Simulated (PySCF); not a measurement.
# Where the electron goes

Species: In(CF3)3, C3F9In.
Z-matrix (Å and degrees, PBE0-D3(BJ)/def2-SVP geometry), rows numbered from 1:
```
In
C   1  2.2198
F   2  1.3387  1  111.70
F   2  1.3414  1  110.36  3  -119.22
F   2  1.3374  1  112.76  3   120.86
C   1  2.2207  2  120.51  3    47.56
F   6  1.3409  1  110.55  2   111.02
F   6  1.3373  1  113.05  2    -9.20
F   6  1.3397  1  111.31  2  -129.97
C   1  2.2198  2  119.64  3  -132.83
F  10  1.3420  1  110.31  2    71.49
F  10  1.3392  1  111.53  2   -47.57
F  10  1.3365  1  113.02  2  -168.50
```

Method: PySCF 2.14.0, density-fitted response routines, TDDFT CAM-B3LYP/def2-SVPD, vertical, gas phase, core orbitals frozen in the response, def2 core potentials past Kr. Spin–orbit coupling is left out.

Frontier orbitals with the atoms that hold most of them (Löwdin shares over 4%, at most four atoms; ? is withheld):

| orbital | ε (eV) | atoms |
| --- | --- | --- |
| LUMO+2 | 0.66 | In1 60% |
| LUMO+1 | -0.98 | In1 39%, C6 13%, C2 13%, C10 12% |
| LUMO | -2.17 | ? |
| HOMO | -10.37 | C10 22%, In1 18%, F13 10%, F11 10% |
| HOMO-1 | -10.37 | C6 20%, In1 18%, C2 14%, F9 10% |
| HOMO-2 | -13.23 | In1 21%, C6 9%, C2 9%, C10 9% |
| HOMO-3 | -13.91 | F13 26%, F12 26%, F11 25%, F8 4% |

Task: Which atoms hold the LUMO, and with what shares?

Result: In1 (bonded to 3 C) 61%; C6 (bonded to 3 F and In) 6%; C2 (bonded to 3 F and In) 6%; C10 (bonded to 3 F and In) 6%. By element: indium 61%, carbon 19%.

Task: How does S1 compare with the orbital gap of 8.19 eV?

Result: S1 is at 4.77 eV (f = 0.0000), 3.42 eV below the gap, made of HOMO→LUMO (99%). 

Next come S2 at 4.78 eV (f 0.0000), HOMO-1→LUMO (99%); S3 at 6.74 eV (f 0.277), HOMO→LUMO+1 (97%); S4 at 6.75 eV (f 0.288), HOMO-1→LUMO+1 (97%); S5 at 7.97 eV (f 0.0000), HOMO-1→LUMO+3 (48%), HOMO→LUMO+4 (44%).

Löwdin shares depend on the basis, the more so with diffuse functions.

On an Intel Xeon at 2.50 GHz with one thread, no GPU, shared host with 64 logical CPUs at a one-minute load of 61, this took 15 min (grids of density and orbitals included) and 1.9 GiB of memory at its peak.
